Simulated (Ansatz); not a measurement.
Potential energy curve for LiNa, singlet.

Levels of theory: UKS-PBE = unrestricted PBE/cc-pVTZ in Ansatz (a quantum-chemistry and plane-wave program); RMP2 = MP2 on RHF/cc-pVTZ, frozen core (Ansatz); FCI = full CI/cc-pVTZ, frozen core (Ansatz).

Energies relative to the lowest point of each curve near equilibrium, in kJ/mol:

```tsv
R / Å	UKS-PBE	RMP2
2.34	28.4	35.6
2.63	5.8	8.8
2.93	0.0	0.1
2.98	0.2	0.0
3.11	1.9	1.0
3.29	6.4	4.8
3.95	31.9	31.6
4.85	60.1	72.9
5.28	67.8	89.1
5.86	73.6	106.1
6.31	75.8	115.3
7.86	77.5	124.6
```

Estimate the FCI values at these points.

2.34: 32.4; 2.63: 7.4; 2.93: 0.0; 2.98: 0.0; 3.11: 1.3; 3.29: 5.3; 3.95: 30.3; 4.85: 61.0; 5.28: 69.7; 5.86: 76.4; 6.31: 79.1; 7.86: 81.9 (kJ/mol).

The unrestricted determinant behind UKS-PBE is spin-contaminated at 3.95 to 8.90 Å (<S²> up to 1.0, against 0.00 for a pure singlet). The restricted form behind RMP2 keeps the bonding electrons paired and can't separate into open-shell fragments. The T1 diagnostic of CCSD on the restricted reference of RMP2 exceeds 0.045 at 4.85 to 8.90 Å.
